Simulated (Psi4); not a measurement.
Ti (SMILES [Ti]), triplet; TPSSH/cc-pVTZ (Psi4).

Input for Psi4:
```
memory 2 GB

molecule {
0 3
  Ti    0.00000000    0.00000000    0.00000000
}

set basis cc-pvtz
set reference uks

energy('tpssh')
print_variables()
```

It wrote (shortened):

```
   => Loading Basis Set <=

    Name: CC-PVTZ
    Role: ORBITAL
    Keyword: BASIS

         ---------------------------------------------------------
                                   SCF
               by Justin Turney, Rob Parrish, Andy Simmonett
                          and Daniel G. A. Smith
                              UKS Reference
         ---------------------------------------------------------

  ==> Geometry <==

    Molecular point group: d2h
    Geometry (in Angstrom), charge = 0, multiplicity = 3:

       Center              X                  Y                   Z               Mass
    ------------   -----------------  -----------------  -----------------  -----------------
         TI           0.000000000000     0.000000000000     0.000000000000    47.947941980000

  Running in d2h symmetry.

  Rotational constants: A = ************  B = ************  C = ************ [cm^-1]
  Rotational constants: A = ************  B = ************  C = ************ [MHz]
  Nuclear repulsion =    0.000000000000000

  Charge       = 0
  Multiplicity = 3
  Electrons    = 22
  Nalpha       = 12
  Nbeta        = 10

  ==> Algorithm <==

  SCF Algorithm Type is DF.
  DIIS enabled.
  MOM disabled.
  Fractional occupation disabled.
  Guess Type is CORE.
  Energy threshold   = 1.00e-06
  Density threshold  = 1.00e-06
  Integral threshold = 1.00e-12

  ==> Primary Basis <==

  Basis Set: CC-PVTZ
    Blend: CC-PVTZ
    Number of shells: 20
    Number of basis functions: 68
    Number of Cartesian functions: 84
    Spherical Harmonics?: true
    Max angular momentum: 4

  ==> DFT Potential <==

   => LibXC <=

    Version 7.1.2
    S. Lehtola, C. Steigemann, M. J. T. Oliveira, and M. A. L. Marques,  SoftwareX 7, 1–5 (2018) (10.1016/j.softx.2017.11.002)

   => Composite Functional: TPSSH <=

    TPSSh Hyb-GGA Exchange-Correlation Functional

    V. N. Staroverov, G. E. Scuseria, J. Tao, and J. P. Perdew,  J. Chem. Phys. 119, 12129 (2003) (10.1063/1.1626543)

    Deriv               =              1
    GGA                 =           TRUE
    Meta                =           TRUE

    Exchange Hybrid     =           TRUE
    MP2 Hybrid          =          FALSE

   => Exchange Functionals <=

    0.9000   Tao, Perdew, Staroverov & Scuseria

   => Exact (HF) Exchange <=

    0.1000               HF

   => Correlation Functionals <=

    1.0000   Tao, Perdew, Staroverov & Scuseria

   => LibXC Density Thresholds  <==

    XC_HYB_MGGA_XC_TPSSH:  1.00E-15

[...]
   @S   Observed:                1.000000000E+00

    Orbital Energies [Eh]
    ---------------------

    Alpha Occupied:

[...]
    Alpha Virtual:

[...]
    Beta Occupied:

[...]
       4Ag    -0.159390

    Beta Virtual:

[...]
      10B1u    3.381833

    Final Occupation by Irrep:
             Ag   B1g   B2g   B3g    Au   B1u   B2u   B3u
    DOCC [     4,    0,    0,    0,    0,    2,    2,    2 ]
    SOCC [     1,    0,    0,    1,    0,    0,    0,    0 ]
    NA   [     5,    0,    0,    1,    0,    2,    2,    2 ]
    NB   [     4,    0,    0,    0,    0,    2,    2,    2 ]

  @DF-UKS Final Energy:  -849.37263354499601

   => Energetics <=

    Nuclear Repulsion Energy =              0.0000000000000000
    One-Electron Energy =               -1162.9408634804390203
    Two-Electron Energy =                 351.4716084238094709
    DFT Exchange-Correlation Energy =     -37.9033784883664069
    Empirical Dispersion Energy =           0.0000000000000000
    VV10 Nonlocal Energy =                  0.0000000000000000
    Total Energy =                       -849.3726335449960061

  UHF NO Occupations:
  HONO-2 :    4 Ag 1.9985959
  HONO-1 :    1B3g 1.0000000
  HONO-0 :    5 Ag 1.0000000
  LUNO+0 :    6 Ag 0.0014041
  LUNO+1 :    3B2u 0.0001150
  LUNO+2 :    3B1u 0.0001150
  LUNO+3 :    3B3u 0.0001150

Computation Completed

Properties will be evaluated at   0.000000,   0.000000,   0.000000 [a0]

Properties computed using the SCF density matrix

 Multipole Moments:

 ------------------------------------------------------------------------------------
     Multipole            Electronic (a.u.)      Nuclear  (a.u.)        Total (a.u.)
 ------------------------------------------------------------------------------------

 L = 1.  Multiply by 2.5417464519 to convert [e a0] to [Debye]
 Dipole X            :          0.0000000            0.0000000            0.0000000
 Dipole Y            :          0.0000000            0.0000000            0.0000000
 Dipole Z            :          0.0000000            0.0000000            0.0000000
 Magnitude           :                                                    0.0000000

 ------------------------------------------------------------------------------------

  Variable Map:
  ----------------------------------------------------------------------------
[...]
  Array Variable Map:
  ----------------------------------------------------------------------------
[...]
[...]
```
